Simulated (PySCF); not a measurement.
Predicted microwave data (PBE0/pcSseg-1 in PySCF (dipole) on a GFN2-xTB geometry, gas phase) for one isomer of C6H14N2Si:

```
Rotational constants : A = 3009, B = 770.3, C = 742.3 MHz
Dipole components    : |μa| = 2.14 D, |μb| = 1.66 D, |μc| = 0.16 D
Inertial defect      : -143.24 u·Å²
κ                    : -0.98
```

Task: Which candidate fits, each taken in the one conformer that was computed?
A. `[NH2:1][CH2:2][C@:3]1([N:4]2[CH2:5][CH2:6]2)[CH2:7][CH2:8][SiH2:9]1` with H–N1–C2–C3 -74° and 167°, N1–C2–C3–N4 -163°, C2–C3–N4–C5 -94°, C3–N4–C5–C6 -112°, C2–C3–C7–C8 -103°, C3–C7–C8–Si9 -10°, C7–C8–Si9–C3 8°
B. `[CH3:1][C:2]([CH3:3])([CH3:4])[NH:5][Si@@H:6]1[CH2:7][CH:8]=[N:9]1` with C2–N5–Si6–C7 -106°
C. `[CH:1]#[C:2][CH2:3][C@H:4]([CH2:5][NH:6][CH3:7])[NH:8][SiH3:9]` with C2–C3–C4–C5 -66°, C3–C4–C5–N6 171°, C4–C5–N6–C7 170°, C3–C4–N8–Si9 -90°
D. `[SiH3:1][NH:2]/[N:3]=[CH:4]/[CH:5]1[CH2:6][CH2:7][CH2:8][CH2:9]1` with Si1–N2–N3–C4 1°, N3–C4–C5–C6 127°, C4–C5–C6–C7 110°, C5–C6–C7–C8 33°, C6–C7–C8–C9 -42°, C7–C8–C9–C5 36°
E. `[SiH3:1][N:2]1[CH2:3][CH2:4][CH2:5][N:6]1[CH:7]1[CH2:8][CH2:9]1` with C5–N6–C7–C8 163°, Si1–N2–C3–C4 111°, N2–C3–C4–C5 8°, C3–C4–C5–N6 14°, C4–C5–N6–C7 90°
F. `[CH3:1][CH:2]([CH3:3])[CH2:4][NH:5][CH2:6][SiH2:7][C:8]#[N:9]` with C1–C2–C4–N5 62°, C2–C4–N5–C6 180°, C4–N5–C6–Si7 178°, N5–C6–Si7–C8 63°

Result: B. It is CC(C)(C)N[Si@@H]1CC=N1, a near-prolate asymmetric top, point group C1. The candidates at the same level (rigid rotor, commonest isotopes):

```
                 SMILES  A (MHz)  B (MHz)  C (MHz)  μa (D)  μb (D)  μc (D)  Δ (u·Å²)  point group                        rotor
    [SiH3]N/N=C/C1CCCC1     3324    560.2    546.4    0.28    0.70    0.29   -129.32           C1  near-prolate asymmetric top
     [SiH3]N1CCCN1C1CC1     1881     1180    873.5    0.10    1.66    0.34   -118.44           C1               asymmetric top
 CC(C)(C)N[Si@@H]1CC=N1     3009    770.3    742.3    2.14    1.66    0.16   -143.24           C1  near-prolate asymmetric top
      CC(C)CNC[SiH2]C#N     2531    523.4    492.3    1.54    3.17    0.46   -138.63           C1  near-prolate asymmetric top
  C#CC[C@H](CNC)N[SiH3]     1139     1011    573.6    0.41    0.18    1.54    -62.28           C1               asymmetric top
NC[C@]1(N2CC2)CC[SiH2]1     1999     1187    994.5    0.23    1.01    1.63   -170.49           C1               asymmetric top
```

`[SiH3]N1CCCN1C1CC1` has B 53 % too high; `CC(C)CNC[SiH2]C#N` has C 34 % too low; `C#CC[C@H](CNC)N[SiH3]` has A 62 % too low; `NC[C@]1(N2CC2)CC[SiH2]1` has B 54 % too high; `[SiH3]N/N=C/C1CCCC1` has B 27 % too low. No structure here is proved a minimum.
